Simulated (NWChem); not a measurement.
System: CH6SeSi; SMILES C[Se][SiH3]

Computed with NWChem. Coordinates come from a PBE0/def2-SVP optimisation. B3LYP is NWChem's, with the RPA form of VWN correlation. Ions are spin-unrestricted doublets at the neutral geometry; other ion states weren't tried.

| level | vertical ionisation energy, ΔSCF (eV) | −ε(HOMO) (eV) | ΔSCF minus −ε(HOMO) (eV) |
|---|---|---|---|
| B3LYP/def2-SVP | (withheld) | (withheld) | (withheld) |
| PBE/def2-SVP | 8.60 | 5.34 | 3.26 |
| Hartree-Fock/def2-SVP | 7.87 | 9.12 | -1.25 |
| CAM-B3LYP/def2-SVP | 8.77 | 7.74 | 1.03 |
| LRC-wPBEh/def2-SVP | 8.79 | 8.36 | 0.43 |

### Question
Fill in the missing entries.

### Answer

- B3LYP/def2-SVP, vertical ionisation energy, ΔSCF (eV): 8.73
- B3LYP/def2-SVP, −ε(HOMO) (eV): 6.23
- B3LYP/def2-SVP, ΔSCF minus −ε(HOMO) (eV): 2.50
